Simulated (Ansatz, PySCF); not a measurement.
Dimer: C2H2 (SMILES C#C) (first 4 atoms) with C2H6 (SMILES CC); geometry from B3LYP-D3(BJ)/def2-TZVP.
(charge 0, multiplicity 1):
```xyz
12

C      0.4223    -0.2433    -0.5811
C     -0.3359     0.0052     0.3111
H      1.0955    -0.4638    -1.3733
H     -1.0057     0.2247     1.1064
C     -0.7566     0.2614     3.9773
C      0.7148    -0.1424     3.9538
H     -0.9190     1.2031     3.4476
H     -1.1176     0.3978     4.9985
H     -1.3854    -0.5003     3.5102
H      1.0735    -0.2780     2.9321
H      0.8747    -1.0808     4.4883
H      1.3399     0.6178     4.4262
```

Basis-set superposition error: the interaction energy with monomers in their own basis, and in the dimer's basis (counterpoise).

Run with Ansatz (Gaussian basis) for Hartree–Fock, density functionals and correlated methods; PySCF for 6-31G* rows, M06-2X. Values without a source in brackets are computed.

```csv
level,uncorrected (meV),counterpoise (meV),difference
PBE/def2-TZVPPD,-17.7,-15.1,2.6
revPBE/def2-TZVPPD,25.5,28.6,3.1
r2SCAN/def2-TZVPPD,-24.8,-23.2,1.6
B97M-V/def2-TZVPPD,-44.3,-41.6,2.7
B3LYP/6-31G*,-13.9,10.2,24.1
BHLYP/def2-TZVPPD,-3.2,-1.7,1.5
M06-2X/def2-TZVPPD,-36.4,-34.6,1.8
wB97M-V/def2-TZVPPD,-42.2,-39.9,2.3
MP2/6-31G*,-37.1,-7.4,29.6
MP2/aug-cc-pVDZ,-76.6,-37.8,38.8
```

The error is largest for MP2/aug-cc-pVDZ (38.8 meV) and smallest for BHLYP/def2-TZVPPD (1.5 meV).

Ansatz is an electronic-structure program.
